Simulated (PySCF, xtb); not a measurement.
C2H3N, SMILES [C-]#[N+]C.

GFN2-xTB in xtb at its own geometry gives an orbital gap of 5.89 eV and a dipole moment of 3.39 D.

Coordinates come from a PBE0-D3(BJ)/def2-TZVP optimisation.

Task: What does CAM-B3LYP/def2-TZVPD (PySCF) give? (The exact figures need the calculation; the answer reports its results.)

Result: gap 10.88 eV (levels -10.28 and 0.60 eV), dipole 3.86 D.
